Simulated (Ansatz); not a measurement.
Coupled-cluster diagnostics for (AgH)3 ring (Ag3H3), Ansatz.

Geometry of the singlet (PBE0-D4/def2-TZVP):

Cartesian coordinates in Å:
```
Ag 0.943 -0.224 -1.238
H -0.483 -1.385 -1.409
Ag -1.316 -0.847 0.149
H -1.220 0.290 1.602
Ag 0.373 1.071 1.089
H 1.703 1.096 -0.192
```

In the def2 sets Ag takes a core potential; there is no spin–orbit coupling. Correlated methods freeze no core orbitals; core or outer-core shells of Ag are correlated, in sets that lack core-valence functions.

Estimate the CCSD(T) correlation energy, the shares of MP2 and (T), T1 and the reference's ⟨S²⟩ for: charge 0, singlet, own geometry in def2-TZVP; and the rough time on 4 threads of Intel Xeon on a shared host.


| state | basis | correlation (eV) | MP2 share (%) | (T) share (%) | T1 | ⟨S²⟩ (pure) | wall time |
| --- | --- | --- | --- | --- | --- | --- | --- |
| charge 0, singlet, own geometry | def2-TZVP | -39.979 | 102.9 | 2.4 | 0.016 | 0.00 (0.00) | 50 s |
Customary marks for T1 are 0.02 (closed shells), 0.045 (open shells) and about 0.05 (3d metals). T1 stays under 0.02 throughout.
